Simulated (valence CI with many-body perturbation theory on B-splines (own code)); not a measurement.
## E1 line list for Pr²⁷⁺

Calculated by valence CI with perturbative core correlation (CI+MBPT): four valence electrons over a frozen Dirac-Fock core [Ar] 3d10, radial functions for each j: 11 s, 11 p, 9 d, 7 f, 5 g, 2 h, 1 i, with the one-electron correlation potential Σ1, the two-electron term Σ2, the three-electron term Σ3, Breit, model QED; selected CI, second order for the rest (own B-spline code, finite nucleus).

No measured spectrum was set against this ion. As an estimate, large intervals hold to a few tenths of a per cent, small ones and those within an open d or f shell to about a per cent.

Lines 1 to 50 of 232 in falling wavelength, among levels below 1987200 cm⁻¹, chosen from the strongest by gf and those to the six lowest levels. Wavelengths and rates use the calculated energies. Electric multipoles are in the length gauge, E1 and E2 with the static RPA response of the core. Weak lines are less certain than strong ones. Lines between different terms over intervals too small for the method are left out, as are lines whose strength nearly cancels. Where a level lies close to another of its J and parity, the split of strength between their lines is uncertain. The highest levels of a list are the least certain.

Levels are named by their leading jj configuration (3d3/2^4 stands for four electrons in 3d with j = 3/2), which in mixed levels can hold well under half, so a name can repeat and another be missing. Letters in brackets count levels of one name in rising energy.

```
λ vac (Å)                           Upper                       Lower   A (s⁻¹)  S (a.u.) with core polarisation  S without
    410.8          (4s 4p1/2^2 4p3/2) J=2          (4s^2 4p3/2^2) J=2  1.75e+07                         3.00e-03   3.23e-03
    366.8          (4s 4p1/2^2 4p3/2) J=1          (4s^2 4p3/2^2) J=0  2.19e+07                         1.60e-03   1.73e-03
    306.1          (4s 4p1/2^2 4p3/2) J=1          (4s^2 4p3/2^2) J=2  1.66e+08                         7.06e-03   7.61e-03
    251.8      (4s 4p1/2 4p3/2 4d3/2) J=4      (4s^2 4p3/2 4d3/2) J=3  1.50e+09                         1.06e-01   1.14e-01
    234.1  (4s 4p1/2 4p3/2 4d5/2) J=4 [b]      (4s^2 4p3/2 4d5/2) J=3  2.69e+09                         1.53e-01   1.65e-01
    232.9      (4s 4p1/2 4p3/2^2) J=2 [a]          (4s^2 4p3/2^2) J=2  5.44e+08                         1.70e-02   1.83e-02
    231.6  (4s 4p1/2 4p3/2 4d5/2) J=3 [b]      (4s^2 4p3/2 4d5/2) J=2  1.42e+09                         6.08e-02   6.57e-02
    226.9          (4s 4p1/2^2 4d5/2) J=3      (4s^2 4p1/2 4d5/2) J=2  2.14e+09                         8.65e-02   9.32e-02
    223.5           (4p1/2^2 4p3/2^2) J=2  (4s 4p1/2 4p3/2^2) J=1 [b]  2.84e+09                         7.82e-02   8.45e-02
    221.4             (4p1/2 4p3/2^3) J=2            (4s 4p3/2^3) J=1  3.07e+09                         8.24e-02   8.90e-02
    218.8          (4s 4p1/2^2 4d5/2) J=3      (4s^2 4p1/2 4d5/2) J=3  2.44e+09                         8.82e-02   9.52e-02
    217.5          (4s 4p1/2^2 4p3/2) J=2      (4s^2 4p1/2 4p3/2) J=2  2.70e+09                         6.87e-02   7.41e-02
    217.1      (4s 4p1/2 4p3/2 4d5/2) J=5      (4s^2 4p3/2 4d5/2) J=4  4.28e+09                         2.38e-01   2.57e-01
    210.9          (4s 4p1/2 4p3/2^2) J=3          (4s^2 4p3/2^2) J=2  4.95e+09                         1.60e-01   1.73e-01
    208.6          (4s 4p1/2^2 4d3/2) J=2      (4s^2 4p1/2 4d3/2) J=2  2.75e+09                         6.16e-02   6.65e-02
    206.9          (4s 4p1/2^2 4p3/2) J=2      (4s^2 4p1/2 4p3/2) J=1  4.12e+09                         9.01e-02   9.72e-02
    203.9      (4s 4p1/2 4p3/2^2) J=1 [a]          (4s^2 4p3/2^2) J=0  2.08e+09                         2.60e-02   2.81e-02
    203.8           (4p1/2^2 4p3/2^2) J=2  (4s 4p1/2 4p3/2^2) J=1 [a]  2.77e+09                         5.78e-02   6.24e-02
    200.9  (4s 4p1/2 4p3/2 4d5/2) J=3 [e]      (4s^2 4p3/2 4d5/2) J=3  2.69e+09                         7.55e-02   8.15e-02
    200.1           (4p1/2^2 4p3/2^2) J=2  (4s 4p1/2 4p3/2^2) J=2 [b]  6.35e+09                         1.26e-01   1.36e-01
    192.6           (4p1/2^2 4p3/2^2) J=0  (4s 4p1/2 4p3/2^2) J=1 [b]  2.53e+10                         8.92e-02   9.63e-02
    191.1          (4s 4p1/2^2 4d5/2) J=2      (4s^2 4p1/2 4d3/2) J=1  2.97e+09                         5.12e-02   5.53e-02
    187.4      (4s 4p1/2 4p3/2^2) J=1 [b]          (4s^2 4p3/2^2) J=0  4.13e+09                         4.02e-02   4.34e-02
    187.3             (4p1/2 4p3/2^3) J=1            (4s 4p3/2^3) J=2  7.16e+09                         6.97e-02   7.51e-02
    186.8          (4s 4p1/2^2 4d5/2) J=2      (4s^2 4p1/2 4d5/2) J=3  5.20e+09                         8.37e-02   9.02e-02
    186.7      (4s 4p1/2 4p3/2^2) J=2 [b]          (4s^2 4p3/2^2) J=2  3.56e+09                         5.72e-02   6.17e-02
    186.6             (4p1/2 4p3/2^3) J=2            (4s 4p3/2^3) J=2  7.34e+09                         1.18e-01   1.27e-01
    184.2          (4s 4p1/2^2 4p3/2) J=1      (4s^2 4p1/2 4p3/2) J=2  9.12e+09                         8.44e-02   9.09e-02
    184.1  (4s 4p1/2 4p3/2 4d5/2) J=2 [c]      (4s^2 4p3/2 4d5/2) J=2  3.76e+09                         5.79e-02   6.25e-02
    183.6      (4s 4p1/2 4p3/2^2) J=1 [a]          (4s^2 4p3/2^2) J=2  2.28e+09                         2.09e-02   2.25e-02
    179.3  (4s 4p1/2 4p3/2 4d3/2) J=2 [c]      (4s^2 4p3/2 4d3/2) J=3  4.86e+09                         6.91e-02   7.45e-02
    178.4  (4s 4p1/2 4p3/2 4d5/2) J=4 [c]      (4s^2 4p3/2 4d5/2) J=4  4.36e+09                         1.10e-01   1.19e-01
    178.2           (4p1/2^2 4p3/2^2) J=2      (4s 4p1/2 4p3/2^2) J=3  2.06e+10                         2.88e-01   3.10e-01
    177.8           (4p1/2^2 4p3/2^2) J=0  (4s 4p1/2 4p3/2^2) J=1 [a]  1.91e+10                         5.30e-02   5.72e-02
    177.7  (4s 4p1/2 4p3/2 4d5/2) J=3 [c]      (4s^2 4p3/2 4d5/2) J=4  2.73e+09                         5.30e-02   5.72e-02
    176.8  (4s 4p1/2 4p3/2 4d5/2) J=3 [d]      (4s^2 4p3/2 4d5/2) J=4  4.96e+09                         9.47e-02   1.02e-01
    176.5          (4s 4p1/2^2 4p3/2) J=1      (4s^2 4p1/2 4p3/2) J=1  1.58e+09                         1.29e-02   1.38e-02
    170.1      (4s 4p1/2 4p3/2^2) J=1 [b]          (4s^2 4p3/2^2) J=2  4.52e+09                         3.30e-02   3.56e-02
    165.1           (4p1/2^2 4p3/2^2) J=2  (4s 4p1/2 4p3/2^2) J=2 [a]  7.72e+09                         8.56e-02   9.23e-02
    163.2          (4s^2 4p1/2 4d3/2) J=2          (4s^2 4p3/2^2) J=2  2.01e+09                         2.16e-02   2.33e-02
    162.4          (4s 4p3/2^2 4d3/2) J=3      (4s^2 4p3/2 4d5/2) J=2  4.88e+09                         7.22e-02   7.80e-02
    161.8          (4s 4p1/2^2 4d3/2) J=2      (4s 4p1/2 4p3/2^2) J=3  4.57e+09                         4.78e-02   5.15e-02
    158.0  (4s 4p1/2 4p3/2 4d5/2) J=2 [b]            (4s 4p3/2^3) J=2  7.42e+09                         7.23e-02   7.80e-02
    156.9  (4s 4p1/2 4p3/2 4d3/2) J=1 [a]  (4s 4p1/2 4p3/2^2) J=1 [b]  7.29e+09                         4.17e-02   4.49e-02
    156.2          (4s^2 4p1/2 4d3/2) J=1          (4s^2 4p3/2^2) J=0  4.62e+08                         2.61e-03   2.80e-03
    155.1          (4s 4p3/2^2 4d3/2) J=2      (4s^2 4p3/2 4d3/2) J=1  7.18e+09                         6.61e-02   7.13e-02
    154.9      (4s 4p1/2 4p3/2^2) J=2 [a]      (4s^2 4p1/2 4p3/2) J=2  3.72e+08                         3.41e-03   3.68e-03
    150.9          (4s 4p3/2^2 4d5/2) J=4      (4s^2 4p3/2 4d5/2) J=4  5.61e+09                         8.56e-02   9.25e-02
    149.4      (4s 4p1/2 4p3/2^2) J=2 [a]      (4s^2 4p1/2 4p3/2) J=1  1.13e+10                         9.32e-02   1.01e-01
    148.6             (4p1/2 4p3/2^3) J=1  (4s 4p1/2 4p3/2^2) J=1 [b]  1.02e+10                         4.97e-02   5.37e-02
```
